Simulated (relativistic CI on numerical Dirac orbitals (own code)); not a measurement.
Forbidden transitions in Sm XL

These numbers are calculated, not measured: Dirac-Coulomb-Breit CI, KLI orbitals optimised for each configuration, QED by a radiative potential, unscaled Slater integrals (own radial code, finite nucleus).

Configuration list (outside the closed core [Ne]): 3s2 3p6 3d5, 3s2 3p5 3d6, 3s2 3p4 3d7, 3s 3p6 3d6, 3p6 3d7, 3s 3p5 3d7, 3s2 3p6 3d4 4s, 3s2 3p6 3d4 4p, 3s2 3p4 3d6 4s, 3s2 3p6 3d4 4d, 3s2 3p4 3d6 4p, 3s2 3p5 3d5 4s, 3s2 3p6 3d4 4f, 3s 3p5 3d6 4s, 3s2 3p5 3d5 4p, 3s 3p5 3d6 4p, 3p6 3d6 4s, 3s2 3p6 3d3 4s2, 3p6 3d6 4p, 3s2 3p6 3d3 4s 4p, 3s2 3p6 3d4 5s, 3p6 3d5 4s2. Levels of other configurations are missing.

```
λ vac (nm)                     Lower                     Upper  Type   A (s⁻¹)  log gf
    29.414    3s2 3p6 3d5 6S_5/2 [2]   3s2 3p6 3d5 4P_3/2 [17]    M1  1.82e+05   -5.02
    29.670    3s2 3p6 3d5 2F_7/2 [9]   3s2 3p6 3d5 2G_9/2 [25]    M1  9.03e+04   -4.92
    29.832    3s2 3p6 3d5 4G_9/2 [6]   3s2 3p6 3d5 2F_7/2 [23]    M1  8.93e+04   -5.02
    29.943    3s2 3p6 3d5 4G_7/2 [3]   3s2 3p6 3d5 4F_5/2 [21]    M1  1.47e+05   -4.93
    32.429    3s2 3p6 3d5 4G_7/2 [3]   3s2 3p6 3d5 2H_9/2 [19]    M1  6.09e+04   -5.02
    33.557  3s2 3p6 3d5 2I_11/2 [13]  3s2 3p6 3d5 2H_11/2 [28]    M1  3.05e+05   -4.21
    33.823   3s2 3p6 3d5 4G_11/2 [5]   3s2 3p6 3d5 2H_9/2 [19]    M1  7.58e+04   -4.89
    34.281   3s2 3p6 3d5 4D_7/2 [12]   3s2 3p6 3d5 4F_7/2 [27]    M1  1.83e+05   -4.59
    35.560   3s2 3p6 3d5 2D_5/2 [10]   3s2 3p6 3d5 4P_5/2 [26]    M1  5.80e+05   -4.18
    37.050   3s2 3p6 3d5 4G_9/2 [14]   3s2 3p6 3d5 4F_7/2 [27]    M1  2.16e+05   -4.45
    37.400    3s2 3p6 3d5 4G_9/2 [6]   3s2 3p6 3d5 2H_9/2 [19]    M1  2.10e+05   -4.36
    38.634    3s2 3p6 3d5 4P_5/2 [1]    3s2 3p6 3d5 4D_3/2 [4]    M1  3.02e+05   -4.57
    39.594    3s2 3p6 3d5 4P_5/2 [1]    3s2 3p6 3d5 4G_7/2 [3]    M1  9.83e+04   -4.73
    39.712    3s2 3p6 3d5 4D_3/2 [4]   3s2 3p6 3d5 4P_3/2 [17]    M1  2.47e+05   -4.63
    40.472    3s2 3p6 3d5 6S_5/2 [2]   3s2 3p6 3d5 2D_5/2 [10]    M1  4.41e+05   -4.19
    42.585    3s2 3p6 3d5 4G_7/2 [3]   3s2 3p6 3d5 4G_9/2 [14]    M1  9.12e+04   -4.61
    45.654    3s2 3p6 3d5 4D_5/2 [7]   3s2 3p6 3d5 2F_5/2 [18]    M1  1.28e+05   -4.62
    46.943    3s2 3p6 3d5 4G_7/2 [3]   3s2 3p6 3d5 4D_7/2 [12]    M1  8.84e+04   -4.63
    47.795   3s2 3p6 3d5 4G_11/2 [5]  3s2 3p6 3d5 2I_11/2 [13]    M1  1.52e+05   -4.20
    58.592    3s2 3p6 3d5 4P_5/2 [1]    3s2 3p6 3d5 6S_5/2 [2]    M1  1.88e+05   -4.24
```

Terms are leading LS components. Brackets give the number of a level in order of energy, since labels repeat. The list gives strong lines, with weight on those to low levels, among the lowest 400 of 9898 levels, so that lines to higher ones, which can be the strongest, are missing. Levels whose partners in the same complex of configurations lie outside the list can be far off, and so can their lines. Rates are taken at the computed energies, electric ones in the length gauge.

At this charge energies of transitions that change n are usually good to better than 1 %, and those within a shell (Δn = 0) to a few per cent. Terms inside the open d or f shell come out 10 to 20 % too wide with unscaled integrals.

LS names give the leading component of a level, which can be under half, so a name can repeat, a term be missing and a line seem to break the LS rules.
